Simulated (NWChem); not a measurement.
Molecule: AlAsH2F2; SMILES [Al]([F])([AsH2])[F]

```xyz
6

Al    -0.0002     1.0358     0.0000
As     0.0467    -1.3643     0.0000
H     -1.0049    -1.3786     1.1052
H     -1.0049    -1.3786    -1.1052
F      0.0262     1.9064    -1.4113
F      0.0262     1.9064     1.4113
```
Atoms are numbered in this order, from 1.

Computed with NWChem. All runs use the structure optimised with PBE0/def2-SVP. Level MN15/def2-SVP: energy and gradient on several grids; changes count from the extra-fine grid, which is no exact limit either.

### Question
Which is the coarsest grid (xfine; coarse; medium; fine; xcoarse) from which on the energy stays within 500 μHa and each gradient component within 500 μHa/bohr of xfine?

### Answer
medium.
```json
[
 {"grid": "xcoarse", "size of the energy change (μHa)": "70000", "largest change of a gradient component (μHa/bohr)": "3000", "time, medium = 1 (rough)": "about 1"},
 {"grid": "coarse", "size of the energy change (μHa)": "2000", "largest change of a gradient component (μHa/bohr)": "1000", "time, medium = 1 (rough)": "about 1"},
 {"grid": "medium", "size of the energy change (μHa)": "40", "largest change of a gradient component (μHa/bohr)": "200", "time, medium = 1 (rough)": "about 1"},
 {"grid": "fine", "size of the energy change (μHa)": "< 10", "largest change of a gradient component (μHa/bohr)": "< 30", "time, medium = 1 (rough)": "about 1"},
 {"grid": "xfine", "size of the energy change (μHa)": "< 10", "largest change of a gradient component (μHa/bohr)": "< 30", "time, medium = 1 (rough)": "2"}
]
```
